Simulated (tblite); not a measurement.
Compound: C5H13B2F2N.
Numbering: `[CH3:1][N+:2]1([CH3:3])[BH2-:4][C@H:5]([B:6]([F:7])[F:8])[CH2:9][CH2:10]1` (hydrogens: H11, H12, H13 on C1; H14, H15, H16 on C3; H17, H18 on B4; H19 on C5; H20, H21 on C9; H22, H23 on C10)

Computed with GFN2-xTB (tblite), gas phase: L-BFGS steps from a force-field or distance-geometry start until the largest atomic force falls under 0.01 eV/Å.

At the end of the run (lengths in Å): B6–F7 1.326, B6–F8 1.338, N2–B4 1.636, B4–C5 1.686, N2–C10 1.469, C5–C9 1.542, C1–H12 1.088, B4–C5–B6 107.8°, C5–B6–F7 124.6°, C5–C9–C10 106.5°, B6–C5–C9 115.6°, C1–N2–B4–C5 153°, N2–B4–C5–B6 112°, B4–C5–B6–F7 86°, H17–B4–C5–B6 -134°, H19–C5–B4–N2 -128°.

Problem. These geometries were met on the way; a selection of coordinates is given. Order them by energy above the end point, lowest first.
A. B6–F7 1.455, B6–F8 1.464, N2–B4 1.522, B4–C5 1.592, N2–C10 1.429, C5–C9 1.503, C1–H12 1.122, B4–C5–B6 109.1°, C5–B6–F7 116.4°, C5–C9–C10 98.9°, B6–C5–C9 114.4°, C1–N2–B4–C5 121°, N2–B4–C5–B6 152°, B4–C5–B6–F7 81°, H17–B4–C5–B6 -85°, H19–C5–B4–N2 -81°
B. B6–F7 1.320, B6–F8 1.324, N2–B4 1.636, B4–C5 1.669, N2–C10 1.477, C5–C9 1.523, C1–H12 1.082, B4–C5–B6 100.3°, C5–B6–F7 120.0°, C5–C9–C10 101.6°, B6–C5–C9 119.9°, C1–N2–B4–C5 121°, N2–B4–C5–B6 155°, B4–C5–B6–F7 89°, H17–B4–C5–B6 -89°, H19–C5–B4–N2 -80°
C. B6–F7 1.327, B6–F8 1.330, N2–B4 1.667, B4–C5 1.660, N2–C10 1.479, C5–C9 1.529, C1–H12 1.091, B4–C5–B6 97.7°, C5–B6–F7 124.1°, C5–C9–C10 100.3°, B6–C5–C9 120.5°, C1–N2–B4–C5 120°, N2–B4–C5–B6 156°, B4–C5–B6–F7 94°, H17–B4–C5–B6 -88°, H19–C5–B4–N2 -83°
D. B6–F7 1.385, B6–F8 1.400, N2–B4 1.574, B4–C5 1.638, N2–C10 1.466, C5–C9 1.521, C1–H12 1.092, B4–C5–B6 105.3°, C5–B6–F7 117.0°, C5–C9–C10 100.2°, B6–C5–C9 116.7°, C1–N2–B4–C5 121°, N2–B4–C5–B6 153°, B4–C5–B6–F7 84°, H17–B4–C5–B6 -87°, H19–C5–B4–N2 -80°
E. B6–F7 1.332, B6–F8 1.329, N2–B4 1.693, B4–C5 1.666, N2–C10 1.475, C5–C9 1.526, C1–H12 1.090, B4–C5–B6 103.8°, C5–B6–F7 122.4°, C5–C9–C10 103.5°, B6–C5–C9 123.0°, C1–N2–B4–C5 121°, N2–B4–C5–B6 156°, B4–C5–B6–F7 89°, H17–B4–C5–B6 -86°, H19–C5–B4–N2 -86°

Solution. E (0.196 eV), C (0.321 eV), B (0.519 eV), D (0.927 eV), A (1.637 eV).

| step | E above end (eV) | rms distance from the end, all atoms (Å) | largest force (eV/Å) | rms shift of all bonds from the end (Å) |
| --- | --- | --- | --- | --- |
| 14 | 0.196 | 0.700 | 0.394 | 0.014 |
| 7 | 0.321 | 0.721 | 0.485 | 0.009 |
| 3 | 0.519 | 0.725 | 0.686 | 0.011 |
| 1 | 0.927 | 0.729 | 2.225 | 0.026 |
| 0 | 1.637 | 0.732 | 3.577 | 0.052 |

Rows stand in the order of the answer.
